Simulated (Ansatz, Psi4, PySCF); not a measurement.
HCl (SMILES Cl) and AsH3 (SMILES [AsH3]) are pulled apart as rigid monomers along the line of their centres of mass, from the B3LYP-D3(BJ)/def2-TZVP minimum. Starting geometry (charge 0, multiplicity 1):
| atom | x (Å) | y (Å) | z (Å) |
|---|---|---|---|
| Cl | 0.4583 | -1.3521 | 0.3597 |
| H | -0.7168 | -0.9572 | 0.6878 |
| As | 0.1506 | 0.8347 | 3.5248 |
| H | -0.7336 | -0.4074 | 3.4727 |
| H | -0.4681 | 1.3996 | 2.2499 |
| H | -0.8559 | 1.5759 | 4.4016 |

Interaction energies with rigid monomers; basis-set methods are counterpoise corrected unless marked otherwise.

Cores are frozen in the correlated methods. Filled d and f shells under p-block atoms count as core. Rows in 6-31G* carry no dispersion term and start afresh at each structure (6-31G* with six Cartesian d functions); the Pople sets are all-electron and without relativity.

Codes used: Ansatz (Gaussian orbitals); Psi4 for SAPT; PySCF for 6-31G* rows, the dispersion terms. Values without a source in brackets are computed.

| Cl1···As3 (Å) | BP86/6-31G* (no counterpoise) (meV) | r2SCAN/def2-TZVPPD (meV) | r2SCAN-D3(BJ)/def2-TZVPPD (meV) | MP2/def2-SVPD (meV) | SAPT0/aug-cc-pVDZ (meV) |
|---|---|---|---|---|---|
| 3.47 | 84.5 | 13.3 | -2.1 | 33.2 | 3.0 |
| 3.86 | 28.9 | -24.3 | -38.3 | -22.7 | -34.0 |
| 4.44 | 13.9 | ___ | -28.1 | -22.2 | -24.4 |
| 5.40 | 6.2 | -2.7 | -8.4 | -7.4 | ___ |
| 6.95 | 2.2 | 0.6 | -0.9 | -1.0 | -0.7 |

Question: Some entries are withheld; supply them.

Answer: 
- 5.40, SAPT0/aug-cc-pVDZ (meV): -7.0
- 4.44, r2SCAN/def2-TZVPPD (meV): -17.1

Ansatz is a quantum-chemistry and plane-wave program.
